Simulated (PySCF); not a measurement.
SbHCl2, SMILES [Cl][SbH][Cl].

Geometry: B3LYP-D3(BJ)/def2-TZVP. The def2 effective core potentials stand for the cores of Sb; spin–orbit coupling is left out.

Method: TDA-M06-2X/def2-SVPD in PySCF 2.14.0.

Vertical excitations. Gas-phase values at a fixed geometry. State labels are in the subgroup Cs.

Q: Give excitation energies, oscillator strengths and character. (The exact figures need the calculation; the answer reports its results.)

A: 
```json
[
 {"state": "S1", "symmetry": "A'", "energy (eV)": "5.01", "λ (nm)": "247", "f": "0.051", "main pairs": "HOMO→LUMO 94 %"},
 {"state": "S2", "symmetry": "A\"", "energy (eV)": "5.03", "λ (nm)": "247", "f": "0.054", "main pairs": "HOMO→LUMO+1 93 %"},
 {"state": "S3", "symmetry": "A\"", "energy (eV)": "6.08", "λ (nm)": "204", "f": "0.003", "main pairs": "HOMO−1→LUMO 57 %, HOMO−2→LUMO+1 33 %"},
 {"state": "S4", "symmetry": "A'", "energy (eV)": "6.19", "λ (nm)": "200", "f": "0.020", "main pairs": "HOMO−1→LUMO+1 60 %, HOMO−2→LUMO 29 %"},
 {"state": "S5", "symmetry": "A\"", "energy (eV)": "6.32", "λ (nm)": "196", "f": "0.016", "main pairs": "HOMO−3→LUMO 81 %"},
 {"state": "S6", "symmetry": "A'", "energy (eV)": "6.41", "λ (nm)": "194", "f": "0.028", "main pairs": "HOMO−2→LUMO 41 %, HOMO−1→LUMO+1 26 %, HOMO−3→LUMO+1 25 %"},
 {"state": "S7", "symmetry": "A'", "energy (eV)": "6.66", "λ (nm)": "186", "f": "0.003", "main pairs": "HOMO−3→LUMO+1 60 %, HOMO−2→LUMO 25 %"},
 {"state": "S8", "symmetry": "A'", "energy (eV)": "6.81", "λ (nm)": "182", "f": "0.140", "main pairs": "HOMO→LUMO+2 90 %"},
 {"state": "S9", "symmetry": "A\"", "energy (eV)": "7.08", "λ (nm)": "175", "f": "0.173", "main pairs": "HOMO−2→LUMO+1 56 %, HOMO−1→LUMO 19 %, HOMO−6→LUMO 8 %"},
 {"state": "S10", "symmetry": "A'", "energy (eV)": "7.31", "λ (nm)": "170", "f": "0.043", "main pairs": "HOMO−4→LUMO 80 %"},
 {"state": "T1", "symmetry": "A\"", "energy (eV)": "3.96", "λ (nm)": "313", "f": "0", "main pairs": "HOMO→LUMO+1 91 %"},
 {"state": "T2", "symmetry": "A'", "energy (eV)": "3.98", "λ (nm)": "312", "f": "0", "main pairs": "HOMO→LUMO 90 %"},
 {"state": "T3", "symmetry": "A\"", "energy (eV)": "5.68", "λ (nm)": "218", "f": "0", "main pairs": "HOMO−1→LUMO 71 %, HOMO−2→LUMO+1 17 %"},
 {"state": "T4", "symmetry": "A'", "energy (eV)": "5.72", "λ (nm)": "217", "f": "0", "main pairs": "HOMO−2→LUMO 51 %, HOMO−3→LUMO+1 16 %, HOMO→LUMO+2 14 %"}
]
```
Triplets are in the Tamm–Dancoff approximation.
